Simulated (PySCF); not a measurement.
CCl3NOSi (SMILES O=C=N[Si](Cl)(Cl)Cl), singlet, at a GFN2-xTB geometry. Base run: PySCF with B3LYP/6-31G, polarisability.

The PySCF input:
```python
from pyscf import gto, scf, dft
from pyscf.prop import polarizability

mol = gto.M(
    atom='''
O     3.635537    0.303049    0.155745
C     2.506157    0.121648    0.045547
N     1.351153   -0.123335   -0.109279
Si   -0.361275   -0.047942   -0.028106
Cl   -0.900205   -0.207203    1.896257
Cl   -1.010008   -1.594161   -1.112963
Cl   -0.943991    1.706084   -0.804518
''',
    basis='6-31g',
    charge=0,
    spin=0,
    verbose=4,
)

mf = dft.RKS(mol)
mf.xc = 'b3lyp'
mf.kernel()
alpha = mf.Polarizability().polarizability()[2, 2]
print('alpha_zz =', alpha)
```

Variants of this job, named by their change:

| change | alpha_zz (bohr³) | basis functions | core-seconds (rough) |
|---|---|---|---|
| base | 54.05 | 79 | 10 |
| finite field (a.u.) = 2e-4; conv_tol = 1e-11 | 54.05 | 79 | 20 |
| basis = 6-31G* | 56.55 | 114 | 20 |
| functional = hf | [?] | 79 | 3 |
| finite field (a.u.) = 2e-4; conv_tol = 1e-6 | 42.90 | 79 | 10 |
| functional = camb3lyp | 52.59 | 79 | 60 |
| functional = pbe0 | 53.72 | 79 | 10 |
| finite field (a.u.) = 0.001; conv_tol = 1e-11 | 54.05 | 79 | 9 |
| finite field (a.u.) = 0.02; conv_tol = 1e-11 | 54.14 | 79 | 20 |
| functional = pbe | 56.11 | 79 | 10 |
| basis = STO-3G | [?] | [?] | 6 |
| functional = lda,vwn | 56.62 | 79 | 9 |

What belongs in the gaps?


- functional = hf, alpha_zz (bohr³): 48.85
- basis = STO-3G, alpha_zz (bohr³): 28.07
- basis = STO-3G, basis functions: 51

Finite-field rows take the second difference of the energy in a field along z; a small field with loose convergence shows SCF noise divided by the square of the field, and a large one adds hyperpolarisability.
